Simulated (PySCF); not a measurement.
C₃H₅Cl₂NSi.
Structure used (GFN2-xTB), in Å, numbered top down from 1:
```xyz
12
C3H5Cl2NSi angstrom
N     -1.696    1.672    1.669
C     -1.601    0.955    0.783
C     -1.450    0.047   -0.314
Si     0.143   -0.998   -0.102
C      1.584    0.269    0.035
Cl     3.113   -0.599    0.290
Cl     1.668    1.201   -1.479
H     -1.410    0.626   -1.239
H     -2.327   -0.599   -0.355
H      0.113   -1.766    1.141
H      0.370   -1.802   -1.297
H      1.494    0.994    0.842
```

Method used: TDDFT CAM-B3LYP/def2-SVPD, vertical, gas phase, core orbitals frozen in the response (PySCF 2.14.0, density-fitted response routines).

Kohn–Sham orbitals with the atoms that hold most of them (Löwdin shares over 4%, at most four atoms; ? is withheld):

| orbital | ε (eV) | atoms |
| --- | --- | --- |
| HOMO-3 | -11.03 | Cl6 42%, Cl7 31%, C5 14% |
| HOMO-2 | -10.70 | N1 28%, C2 20%, Cl7 15%, C3 13% |
| HOMO-1 | -10.43 | Cl6 45%, Cl7 43% |
| HOMO | -9.85 | ? |
| LUMO | ? | ? |
| LUMO+1 | 0.59 | Si4 22%, C3 12%, Cl6 12%, H9 11% |
| LUMO+2 | 0.97 | Si4 23%, Cl6 19%, Cl7 11%, C3 8% |

(1) Which atoms hold the HOMO, and with what shares?

(2) Which atoms hold the LUMO, and with what shares?

(3) What is the LUMO energy, and the HOMO–LUMO gap?

## Answers

(1) Cl6 (bonded to C) 33%; Cl7 (bonded to C) 26%; C5 (bonded to 2 Cl, Si and H) 18%; Si4 (bonded to 2 C and 2 H) 10%. By element: chlorine 59%, carbon 18% or more, silicon 10%.

(2) Cl7 (bonded to C) 32%; Cl6 (bonded to C) 22%; C5 (bonded to 2 Cl, Si and H) 18%; Si4 (bonded to 2 C and 2 H) 12%. By element: chlorine 54%, carbon 18% or more, silicon 12%.

(3) ε(LUMO) = 0.45 eV; the gap is 10.30 eV (0.3785 hartree).

Q: The HOMO–LUMO gap is 10.30 eV. Where does the response calculation put the lowest singlet, and from which orbitals?

A: S1 is at 6.55 eV (f = 0.0097), 3.74 eV below the gap, made of HOMO→LUMO (81%). Without the coupling terms of the response equations the lowest excitation would equal the gap.

Next come S2 at 7.01 eV (f 0.0006), HOMO-1→LUMO (26%), HOMO→LUMO+1 (22%), HOMO→LUMO+3 (14%); S3 at 7.16 eV (f 0.022), HOMO-1→LUMO (47%); S4 at 7.51 eV (f 0.014), HOMO-3→LUMO (39%), HOMO-1→LUMO+1 (12%), HOMO-1→LUMO+3 (11%); S5 at 7.59 eV (f 0.0029), HOMO→LUMO+2 (15%), HOMO-2→LUMO+4 (8%).

One conformer stands for the species.
